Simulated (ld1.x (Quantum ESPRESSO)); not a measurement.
**What one change does to a pseudopotential (Si, ultrasoft)**

ld1.x (Quantum ESPRESSO) 7.5 input, shortened:

```
&input
   title='Si', zed=14., rel=1, dft='PZ', iswitch=3,
   config='[Ne] 3s2 3p1.75 3d-2'
 /
 &inputp
   pseudotype=3, tm=.true., lloc=-2, rcloc=1.70,
   nlcc=.true., new_core_ps=.true., rcore=1.85,
   which_augfun='PSQ', rmatch_augfun=1.40
 /
6
3S  1  0   2.00   0.00  1.50  1.80  0.0
3S  1  0   0.00   1.50  1.50  1.80  0.0
3P  2  1   1.75   0.00  1.50  2.00  0.0
3P  2  1   0.00   0.20  1.50  2.00  0.0
3D  3  2  -2.00   0.20  1.65  1.90  0.0
3D  3  2  -2.00   2.25  1.65  1.90  0.0
 &test
   configts(1)='3s2 3p1.75'
 /
```

Change: core correction Bessel-smoothed model core inside 1.58 bohr.

Cutoffs: the cutoffs (Ry, on a coarse ladder) from which the occupation-weighted sum of valence levels, in a spherical-Bessel basis at the reference potential, stays within 10 and 1 mRy of its value at 400 Ry; they do not see the model core or the augmentation charge, which bear on the density cutoff. Errors are all-electron minus pseudo energies relative to the spin-unpolarised reference configuration.

Problem. Predict the effect on cutoff, ghosts and configuration errors.

Solution. The potential gets neither clearly harder nor softer (10 Ry and 15 Ry → 10 Ry and 15 Ry); of the 9 tests that both files solve, the error grows in 0 and shrinks in 5 by more than 15 % and 0.3 meV (median size 1.7 → 1.5 meV); neither file shows a bound ghost. A model core, the more so a compact one, raises the density cutoff, which this test does not measure.

| quantity | base | changed |
| --- | --- | --- |
| cutoff, loose | 10 Ry | 10 Ry |
| cutoff, tight | 15 Ry | 15 Ry |
| bound ghosts | none | none |
| error for 3s2 3p2, meV [ΔE -1.26 eV] | +0.1 | +0.1 |
| error for 3s2 3p1, meV [ΔE 6.57 eV] | +0.3 | 0.0 |
| error for 3s2 3p0, meV [ΔE 22.69 eV] | +7.4 | +3.1 |
| error for 3s2 3p1.5, meV [ΔE 1.71 eV] | -0.1 | -0.1 |
| error for 3s1 3p0, meV [ΔE 56.83 eV] | +46 | +2.9 |
| error for 3s1 3p3, meV [ΔE 5.55 eV] | +1.0 | -0.3 |
| error for 3s1 3p2, meV [ΔE 13.98 eV] | +1.7 | -1.5 |
| error for 3s2 3p1.75 (spin-polarised), meV [ΔE -0.50 eV] | +14 | +5.0 |
| error for 3s2 3p2 (spin-polarised), meV [ΔE -1.87 eV] | +16 | +5.8 |
| s: phases at 2.21 bohr within 0.05 rad from the reference energy up to (Ry; the scan ends near 5) | 4.9 | 4.9 |
| p: phases at 2.21 bohr within 0.05 rad from the reference energy up to (Ry; the scan ends near 5) | 4.8 | 4.8 |
| d: phases at 2.21 bohr within 0.05 rad from the reference energy up to (Ry; the scan ends near 5) | to the end of the scan | to the end of the scan |
| lowest overlap eigenvalue by channel | s 0.47, p 0.80, d 0.97 | s 0.47, p 0.80, d 0.97 |
